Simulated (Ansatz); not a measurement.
Gas-phase electronic energies from Ansatz, PBE0-D4/def2-TZVP geometries. CBS: MP2 limit from def2 TZ/QZ plus the TZ coupled-cluster correction, frozen cores. For Ge outer-core shells are correlated without core-valence functions, which leaves a few kJ/mol of doubt a bond. Scalar relativity is left out up to krypton. Each species was taken in one conformer, which may not be the lowest.

Consider the redistribution: `O=[CH][GeH3]` + `CO[SiH2]N[SiH2]F` → `CO[SiH2][NH][GeH3]` + `O=C[SiH2]F`.

| level | ΔE (kcal/mol) |
| --- | --- |
| MP2/def2-TZVPP | 15.6 |
| CCSD(T)/def2-TZVPP | 15.5 |
| SCS-MP2/def2-QZVPP | 15.2 |
| MP2/CBS(def2) | 15.9 |

Question: What does CCSD(T)/CBS give? (Best estimate.)

Answer: Computed: +15.8 kcal/mol. The listed levels differ from it by -0.2, -0.3, -0.6, 0.1 kcal/mol.

Largest T1 diagnostic among the species: 0.014.
